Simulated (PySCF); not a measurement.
Write Cartesian coordinates for `C=C(CF)CC(F)(F)F` as optimised with PBE0-D3(BJ)/def2-SVP.

```xyz
15
C5H6F4 angstrom
C     -0.6416    1.6763    0.4957
C     -0.3661    0.3699    0.4840
C     -1.4213   -0.6599    0.7564
F     -0.9659   -1.5818    1.6723
C      1.0031   -0.1601    0.1518
C      1.1861   -0.4769   -1.3137
F      2.4029   -0.9762   -1.5474
F      0.2950   -1.3789   -1.7453
F      1.0468    0.6114   -2.0756
H     -1.6404    2.0446    0.7455
H      0.1168    2.4231    0.2463
H     -2.3343   -0.1859    1.1512
H     -1.6739   -1.2066   -0.1686
H      1.7807    0.5696    0.4168
H      1.1971   -1.0829    0.7176
```

Any rigid rotation of these coordinates is as good. Atoms count from 1 in this order. Of the pairs four or more bonds apart, F4···H15 is among the closest relative to their van der Waals radii: 2.42 Å, 91 % of the sum of Bondi's values. The C–C distances run from 1.335 Å (C1=C2, drawn double) to 1.511 Å (C5–C6, drawn single), a spread of 0.176 Å. The C–F distances run from 1.336 Å (C6–F9, drawn single) to 1.377 Å (C3–F4, drawn single), a spread of 0.041 Å.

Bonds between heavy atoms (Å): C1=C2 1.335, C2–C3 1.499, C3–F4 1.377, C2–C5 1.505, C5–C6 1.511, C6–F7 1.336, C6–F8 1.339, C6–F9 1.336.

Method used: PBE0-D3(BJ)/def2-SVP geometry optimisation, gas phase in PySCF.

Point group: C1 (no symmetry element, even within 0.4 Å). No frequency check. The numbers are those of one conformer (C1–C2–C3–F4 -132°, C1–C2–C5–C6 -92°).
